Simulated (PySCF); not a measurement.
Job file and geometry (Å, from PBE0-D3(BJ)/def2-SVP) of an NMR shielding run on SMILES CC[C@@H]1CP1C(C)C, C7H15P, GIAO PBE0/pcSseg-1 NMR shielding, non-relativistic, gas phase (PySCF 2.14.0, density-fitted response routines); density fitting, a coarse starting grid and PySCF grid level 2 are the driver's defaults:

```
$ OMP_NUM_THREADS=1 python probes_run.py task.json out

{"job": {"kind": "nmr", "xc": "PBE0", "basis": "pcSseg-1"}, "charge": 0, "multiplicity": 1}
C      3.492340     0.658370     0.154306
C      2.169184     0.978648    -0.528348
C      1.008561     0.208006     0.057068
C      0.814265    -1.232677    -0.304840
P     -0.499843    -0.109885    -0.977219
C     -1.803019    -0.280209     0.364281
C     -2.796197    -1.370769    -0.020112
C     -2.486108     1.063417     0.589287
H      3.458431     0.909254     1.226430
H      4.324182     1.223229    -0.294096
H      3.732267    -0.413791     0.073832
H      1.957948     2.058637    -0.454854
H      2.241842     0.759769    -1.607904
H      0.793857     0.455945     1.105008
H      0.524045    -1.936441     0.482036
H      1.496130    -1.663072    -1.047226
H     -1.285861    -0.579493     1.292908
H     -3.575242    -1.483393     0.751870
H     -3.303185    -1.130456    -0.969219
H     -2.300315    -2.345717    -0.145317
H     -1.768914     1.834772     0.909839
H     -3.266953     0.983444     1.363514
H     -2.971321     1.422033    -0.333546
```

Q: Write the output of this run.

A: 
```
coarse grid: 18528 points
cycle   1  E = -616.4853130496  dE =  6.275e-01  |g| = 4.544e-01  |ddm| = 4.145e+00
cycle   2  E = -616.4682524800  dE =  1.706e-02  |g| = 5.294e-01  |ddm| = 8.694e-01
cycle   3  E = -616.5418589697  dE = -7.361e-02  |g| = 5.928e-02  |ddm| = 5.239e-01
cycle   4  E = -616.5425742628  dE = -7.153e-04  |g| = 3.370e-02  |ddm| = 1.344e-01
cycle   5  E = -616.5428689244  dE = -2.947e-04  |g| = 6.928e-03  |ddm| = 4.262e-02
cycle   6  E = -616.5428796976  dE = -1.077e-05  |g| = 2.887e-03  |ddm| = 1.081e-02
cycle   7  E = -616.5428817316  dE = -2.034e-06  |g| = 3.271e-04  |ddm| = 3.067e-03
final grid: 170968 points
cycle   8  E = -616.5939704891  dE = -5.283e-05  |g| = 1.060e-02  |ddm| = 3.870e-02
cycle   9  E = -616.5939495180  dE =  2.097e-05  |g| = 1.388e-02  |ddm| = 2.315e-02
cycle  10  E = -616.5939998874  dE = -5.037e-05  |g| = 1.319e-03  |ddm| = 1.496e-02
cycle  11  E = -616.5940003487  dE = -4.613e-07  |g| = 3.252e-04  |ddm| = 2.089e-03
cycle  12  E = -616.5940003734  dE = -2.468e-08  |g| = 1.147e-04  |ddm| = 4.164e-04
cycle  13  E = -616.5940003767  dE = -3.320e-09  |g| = 2.927e-05  |ddm| = 1.727e-04
cycle  14  E = -616.5940003769  dE = -2.108e-10  |g| = 5.289e-06  |ddm| = 3.193e-05
converged SCF energy = -616.5940003769

GIAO shielding tensors (ppm)
atom      isotropic    diamagn.    paramagn.     s11        s22        s33       span
  0 C      168.430     244.546     -76.116    155.604    163.540    186.147     30.542
  1 C      153.995     244.986     -90.991    141.239    148.865    171.881     30.643
  2 C      156.872     258.944    -102.071    114.421    155.481    200.715     86.294
  3 C      167.202     258.523     -91.321    141.293    160.377    199.936     58.643
  4 P      541.418     969.877    -428.459    286.913    379.088    958.252    671.339
  5 C      146.343     253.913    -107.570    121.113    148.640    169.277     48.164
  6 C      161.924     246.082     -84.158    144.919    155.386    185.468     40.549
  7 C      161.562     247.137     -85.574    144.243    155.469    184.976     40.733
  8 H       30.302      28.503       1.799     26.129     28.450     36.326     10.197
  9 H       30.194      25.764       4.430     25.352     26.956     38.274     12.922
 10 H       30.220      28.655       1.565     25.169     29.977     35.514     10.345
 11 H       29.215      30.889      -1.674     22.975     29.324     35.346     12.372
 12 H       30.893      31.580      -0.687     24.763     31.442     36.476     11.713
 13 H       30.394      36.565      -6.171     23.993     30.398     36.790     12.797
 14 H       30.431      34.172      -3.741     24.875     27.685     38.733     13.858
 15 H       30.739      33.473      -2.734     25.387     26.798     40.032     14.645
 16 H       31.350      36.229      -4.879     27.547     31.888     34.616      7.069
 17 H       30.264      28.518       1.746     25.551     27.175     38.065     12.514
 18 H       30.348      29.667       0.681     26.794     28.228     36.023      9.229
 19 H       30.101      29.984       0.116     24.550     29.591     36.161     11.611
 20 H       30.032      31.530      -1.498     24.418     29.927     35.751     11.334
 21 H       30.224      29.387       0.838     25.540     27.125     38.007     12.468
 22 H       30.291      30.495      -0.204     26.894     28.129     35.851      8.957
```

Size and cost of the density-fitted run: 218 basis functions, 38 s wall time on 1 thread of an Arm Neoverse V2, shared host; peak memory 1 GiB.
